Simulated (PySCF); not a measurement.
# Hf²⁺: excitation energy

Hf²⁺ [Xe] 4f14 5d2 (3F) → Hf²⁺ [Xe] 4f14 5d1 6s1 (3D), as a difference of total energies. Calculation: PySCF 2.14, in aug-cc-pwCVDZ-PP with ECP60MDF (6s6p5d3f, 70 functions); a scalar-relativistic core potential. Correlated levels: valence: 5s2 5p6 frozen; valence and next inner shell: nothing frozen outside the core potential. The calculations carry no spin-orbit coupling.

```json
{"method": "UHF", "excitation energy (eV)": "0.321"}
{"method": "LDA", "excitation energy (eV)": "-0.032"}
{"method": "PBE", "excitation energy (eV)": "0.185"}
{"method": "PBE0", "excitation energy (eV)": "0.323"}
{"method": "r2SCAN", "excitation energy (eV)": "0.361"}
{"method": "CAM-B3LYP", "excitation energy (eV)": "0.179"}
{"method": "wB97X", "excitation energy (eV)": "0.439"}
{"method": "B2PLYP", "excitation energy (eV)": "0.249"}
{"method": "MP2 (valence)", "excitation energy (eV)": "0.298"}
{"method": "SCS-MP2 (valence)", "excitation energy (eV)": "0.313"}
{"method": "MP2 (valence and next inner shell)", "excitation energy (eV)": "-0.021"}
{"method": "SCS-MP2 (valence and next inner shell)", "excitation energy (eV)": "0.073"}
```

Q: How much does correlation contribute at MP2 (valence and next inner shell)?

A: -0.021 − (0.321) = -0.342 eV, measured against UHF.
